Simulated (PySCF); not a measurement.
AlF$_{3}$, charge +1, doublet, geometry from GFN2-xTB (such geometries of metal compounds can be far from the true shape) (a state made from the parent by changing its charge; the spin is typed, not shown lowest). Base run: PBE0/cc-pVDZ run with PySCF.

The PySCF input:
```python
from pyscf import gto, scf, dft, solvent

mol = gto.M(
    atom='''
Al   -0.000000    0.000000    0.000000
F    -1.392091   -0.892580    0.057210
F    -0.021238    1.525808   -0.639802
F     1.413328   -0.633228    0.582592
''',
    basis='cc-pvdz',
    charge=1,
    spin=1,
    verbose=3,
)

mf = dft.UKS(mol)
mf.xc = 'pbe0'
mf.kernel()
mf.analyze()
```

Variants of this job, named by their change:

```
change                                                     ΔE vs base (kcal/mol)
---------------------------------------------------------  ---------------------
base                                                                       0.000
model = IEF-PCM; solvent = chloroform                                     -60.06
model = SS(V)PE; solvent = 2-propanol                                      -71.3
model = IEF-PCM; solvent = 2-propanol; lebedev_order = 11                  -73.3
model = IEF-PCM; solvent = 2-propanol                                      -73.4
model = IEF-PCM; solvent = 2-propanol; vdw_scale = 1.1                     -83.4
model = IEF-PCM; solvent = 2-propanol; vdw_scale = 1.4                    -60.38
model = IEF-PCM; solvent = dimethylsulfoxide                               -76.0
model = IEF-PCM; solvent = tetrahydrofuran                                 -66.5
model = C-PCM; solvent = 2-propanol                                        -73.8
model = IEF-PCM; solvent = 2-propanol; lebedev_order = 41                  -73.5
model = COSMO; solvent = 2-propanol                                        -71.9
```

The base is the gas phase, so ΔE is the electrostatic part of solvation at a fixed geometry, without cavity and dispersion terms.

Open shells are given as the SCF converged; they aren't shown to be the lowest states, and a large step between rows can be another state.
